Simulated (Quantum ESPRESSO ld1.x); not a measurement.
The numbers below are computed, except where a source is named.
Radial electron density D(r) = 4 pi r^2 rho(r) of an atom or ion with 7 electrons. Code: ld1.x of Quantum ESPRESSO 7.5. Model: Dirac Kohn-Sham, LDA (Slater exchange, Perdew-Zunger correlation), spin-unpolarised, spherical densities, point nucleus.

r (bohr),D(r) (e/bohr)
0.00333,5.760
0.004132,8.165
0.005129,11.39
0.006365,15.60
0.0079,20.85
0.009884,27.30
0.01227,34.10
0.01522,40.69
0.01889,45.93
0.02345,48.44
0.0291,47.22
0.03612,42.31
0.04483,35.45
0.05564,29.79
0.06961,28.30
0.08639,31.28
0.1072,34.88
0.1331,33.89
0.1652,26.19
0.205,15.08
0.2544,6.055
0.3157,1.566
0.3918,0.2363
0.4902,0.01648
0.6084,0.0005474

What is the nuclear charge?

Answer. Z = 40. The innermost maximum, from 1s, lies near gamma/Z bohr with gamma = sqrt(1 - (Z/c)^2) = 0.956, here 0.0239 bohr (found: 0.0244), and its height grows with Z. The density is that of the zirconium ion Zr33+ in [He] 2s2 2p3; the configuration itself is not fixed sharply by these data, and Z only to a few units. D(r) has 2 maxima, at r = 0.0244, 0.116 bohr, and minima at 0.0663 bohr, inside which lie 2.26 electrons.
